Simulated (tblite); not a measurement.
Input of a run (GFN2-xTB geometry optimisation, gas phase (tblite 0.8.0)), started from a force field or distance geometry:
```
{"job": {"kind": "relax", "xc": "GFN2-xTB", "basis": "xTB"}, "charge": 0, "multiplicity": 2}
O      2.624600    -0.990000     0.838100
C      2.095100    -0.147500     0.032000
C      0.657200    -0.010600    -0.024500
N     -0.044900     0.793400    -0.783200
C     -1.451200     0.602400    -0.516900
C     -1.599900    -0.343300     0.413900
N     -0.261100    -0.749200     0.749300
H      2.791200     0.432800    -0.560600
H     -2.271200     1.132600    -1.005600
H     -2.531100    -0.716000     0.835000
```

Output (eV, eV/Å):
```
step      E/eV     max force
  0    -540.59119    5.199
  1    -541.02480    5.147
  2    -541.20762    1.261
  3    -541.26959    0.902
  4    -541.37856    0.737
  5    -541.41671    0.688
  6    -541.46381    0.442
  7    -541.47243    0.294
  8    -541.47895    0.205
  9    -541.48190    0.173
 10    -541.48388    0.142
 11    -541.48527    0.151
 12    -541.48724    0.141
 13    -541.48934    0.147
 14    -541.49094    0.107
 15    -541.49195    0.087
 16    -541.49286    0.098
 17    -541.49386    0.117
 18    -541.49496    0.112
 19    -541.49599    0.096
 20    -541.49671    0.080
 21    -541.49702    0.036
 22    -541.49711    0.022
 23    -541.49714    0.018
 24    -541.49717    0.016
 25    -541.49719    0.012
 26    -541.49719    0.007
```

**Question.** Summarise the run.

**Answer.** The energy falls by 87.4 kJ/mol over 26 L-BFGS steps, the largest force on an atom goes from 5.20 to 0.007 eV/Å, and the atoms move by 0.140 Å rms after alignment. The bond that changes most is N4–C5 (ends: nitrogen bonded to 2 C; carbon bonded to C, N and H), which shortens by 0.112 Å. Bonds longer at the end by more than 0.005 Å: 3 of 10; shorter: 6. Among the angles that change most is C3–C2–H8, from 124.6° to 111.7°. The energy never rose by more than 1e-5 eV on the way. The first step brought 48 % of the lowering.

**Question.** What are the final bond lengths?

**Answer.** O1=C2 1.204 Å, C2–C3 1.444 Å, C3–N4 1.345 Å, N4–C5 1.332 Å, C5–C6 1.404 Å, C6–N7 1.330 Å, C3–N7 1.344 Å, C2–H8 1.108 Å, C5–H9 1.071 Å, C6–H10 1.071 Å. Numbering counts from 1 in the input's order; the species is `O=CC1=NC=C[N]1` [radical].

Time: 0.11 s wall. Hardware: one thread, Arm Neoverse V2 (aarch64), on a shared host.

GFN2-xTB frequencies show an imaginary mode (210i cm⁻¹), so the point is no minimum at that level.

The values belong to the conformer `[O:1]=[CH:2][C:3]1=[N:4][CH:5]=[CH:6][N:7]1`: O1–C2–C3–N4 180°.

These are computed values.
